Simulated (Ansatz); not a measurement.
A structure relaxed at PBE0-D4/def2-TZVP, charge 0, multiplicity 1:

```xyz
10

C    -0.5268   -0.9703   -1.3349
O    -0.5077   -0.6605    0.0462
Sn    0.5239    0.8427    0.7048
S     0.1946    0.8685    3.0412
Cl   -0.1818    2.7688   -0.3550
Cl    2.7304    0.5778    0.0782
H     0.4719   -1.2143   -1.7136
H    -1.1666   -1.8463   -1.4614
H    -0.9411   -0.1510   -1.9328
H    -0.5967   -0.2155    2.9273
```

(1) Give its formula and SMILES.

(2) Point group (tolerance 0.08 Å, 0.16 Å for H)?

(3) Summarise the bond lengths by kind.

Answers

(1) CH4Cl2OSSn, `C[O][Sn]([SH])([Cl])[Cl]`.

(2) Cs.

(3) 1 × C–O 1.416 Å; 3 × C–H 1.092 to 1.096 Å; 1 × O–Sn 1.938 Å; 1 × S–Sn 2.360 Å; 2 × Cl–Sn 2.309 Å; 1 × H–S 1.347 Å.

Computed with Ansatz.
